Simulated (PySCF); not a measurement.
C3H6BFO, SMILES B(CO)(C=C)F. The structure is a stationary point at ωB97X-D3(BJ)/def2-SVP. The structure was generated by enumeration, and PubChem lists no compound with its InChIKey, so it may never have been made. The values are those of a single conformer.

The numbers are results of PySCF 2.14.0 with ωB97X-D3(BJ)/def2-SVP, not measurements.

Harmonic wavenumbers (cm⁻¹): 90, 98, 160, 249, 294, 384, 432, 518, 556, 714, 869, 1020, 1042, 1072, 1096, 1155, 1177, 1283, 1319, 1375, 1420, 1442, 1446, 1719, 3010, 3087, 3154, 3193, 3252, 3894. Rotational constants (GHz): 5.338, 2.393, 1.678; symmetry number 1.

**Question.** Work out the zero-point energy and the ideal-gas rigid-rotor harmonic-oscillator thermochemistry at 298.15 K and 1 atm.

**Answer.** ZPE = ½ Σ hcν = ½ × 40521 cm⁻¹ = 57.93 kcal/mol. H − E(el) = 63.06 kcal/mol. Entropy in cal/(mol K): translation 39.33, rotation 27.11, vibration 16.86, total 83.30. G − E(el) = 38.23 kcal/mol. Cp = 26.24 cal/(mol K). Modes under 150 cm⁻¹ make the vibrational entropy uncertain.
